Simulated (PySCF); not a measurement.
## Ionisation energy of Cl⁺ by level of theory

Cl⁺ [Ne] 3s2 3p4 (3P) → Cl²⁺ [Ne] 3s2 3p3 (4S), as a difference of total energies. All numbers are calculated (PySCF 2.14, scalar relativity by spin-free X2C-1e, in x2c-TZVPPall with one added diffuse shell each of s, p, d type (6s6p4d1f, 51 functions)). Correlated levels: valence: [Ne] frozen. The calculations carry no spin-orbit coupling.

```json
{"method": "UHF", "ionisation energy (eV)": "22.565"}
{"method": "MP2 (valence)", "ionisation energy (eV)": "23.333"}
{"method": "SCS-MP2 (valence)", "ionisation energy (eV)": "23.416"}
{"method": "CCSD (valence)", "ionisation energy (eV)": "23.443"}
{"method": "CCSD(T) (valence)", "ionisation energy (eV)": "23.473"}
```

**Question.** How much does correlation contribute at CCSD(T) (valence)?

**Answer.** 23.473 − (22.565) = 0.908 eV, measured against UHF.

Errors of the correlated levels include the incompleteness of this basis and the frozen core.

For comparison: 23.771 eV (measured; NIST levels, between the centres of gravity of the two terms).
